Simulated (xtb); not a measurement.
C8H5FOS, SMILES Fc1ccsc1-c1ccco1. All values are semi-empirical tight-binding results from xtb (GFN2-xTB unless named), good for trends rather than for accurate numbers. Geometry: GFN2-xTB. This is a generated structure with no PubChem entry under its InChIKey; it may be hypothetical. Other conformers were not sampled.

```json
{
  "point_group_as_xtb_finds_it": "Cs",
  "orbital_gap": "2.82 eV",
  "zero_point_energy": "66.6 kcal/mol",
  "G − E(el) at 298.15 K (modified RRHO)": "44.7 kcal/mol",
  "static polarisability (D4 model)": "110.3 bohr³",
  "solvation energy, GFN2-xTB/ALPB(water)": "-1.6 kcal/mol",
  "solvation energy, GFN2-xTB/ALPB(hexane)": "-7.3 kcal/mol"
}
```
